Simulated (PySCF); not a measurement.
Delta-SCF ions had no search for a lower state. Excitations are Tamm–Dancoff values on a coarser integration grid. The basis has no diffuse functions, so Rydberg states are missing or too high.

# H₂AlIO₂, SMILES `[OH][Al]([OH])[I]` (H–O–Al–I torsion 0°, I–Al–O–H torsion 0°) (charge 0, multiplicity 1)

The numbers are results of PySCF 2.14.0 with PBE-D3(BJ)/def2-TZVP // B3LYP-D3(BJ)/def2-TZVP, not measurements.

```json
{
  "HOMO": "-6.74 eV",
  "dipole_moment": "0.91 D",
  "HOMO–LUMO gap": "4.95 eV",
  "LUMO": "-1.80 eV",
  "S1 excitation (TDA)": "5.09 eV",
  "S1 oscillator strength": "0.028",
  "T1 excitation (TDA)": "4.81 eV",
  "S1–T1 gap (TDA)": "0.27 eV",
  "vertical ionisation energy (Delta-SCF)": "9.84 eV",
  "total_energy": "-691.7421 Ha",
  "cost": "very roughly 90 core-seconds"
}
```

```xyz
6

O     -1.4866    -0.7611     0.0438
Al     0.0234    -0.0149    -0.0040
O      0.0787     1.6565     0.2013
I      2.0934    -1.3315    -0.3645
H     -1.6045    -1.7058    -0.0626
H      0.8955     2.1569     0.1859
```
